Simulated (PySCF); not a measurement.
C2H7NOSi2, SMILES C(#N)O[SiH2][SiH2]C. Atoms are numbered in the order given.

```xyz
13

C     -2.9861    -0.5287     0.6436
Si    -1.3147     0.3368     0.6929
Si     0.0511    -0.5137    -1.0190
O      1.6014     0.2655    -0.9766
C      2.3289     0.3871     0.0654
N      3.0022     0.5126     1.0046
H     -2.8741    -1.6127     0.7961
H     -3.4924    -0.3628    -0.3192
H     -3.6361    -0.1384     1.4416
H     -0.6141     0.1072     1.9919
H     -1.4537     1.8079     0.4672
H     -0.4246    -0.2076    -2.3944
H      0.3025    -1.9801    -0.8916
```

Geometry: PBE0-D3(BJ)/def2-SVP. This is a generated structure with no PubChem entry under its InChIKey; it may be hypothetical. The values are those of a single conformer.

Two levels are set side by side: PBE/pcSseg-1 (PySCF) and PBE0/pcSseg-1 (PySCF). GIAO shifts against H2O (¹⁷O), NH3 (¹⁵N), TMS (²⁹Si), TMS (¹H), TMS (¹³C) at the same level; non-relativistic, no solvent, atoms listed together averaged. Differences are taken from unrounded values.

```csv
quantity,PBE0,PBE,PBE minus PBE0
δ(¹³C) of C1 (ppm),-11.3,-11.8,-0.4
δ(²⁹Si) of Si2 (ppm),-75.4,-77.9,-2.6
δ(²⁹Si) of Si3 (ppm),13.4,13.9,0.5
δ(¹⁷O) of O4 (ppm),34.2,43.7,9.5
δ(¹³C) of C5 (ppm),117.6,113.5,-4.1
δ(¹⁵N) of N6 (ppm),187.2,185.0,-2.3
```

Rough cost on one machine, each run with all the roots and properties that it gave: PBE0 against PBE within a factor of 2.
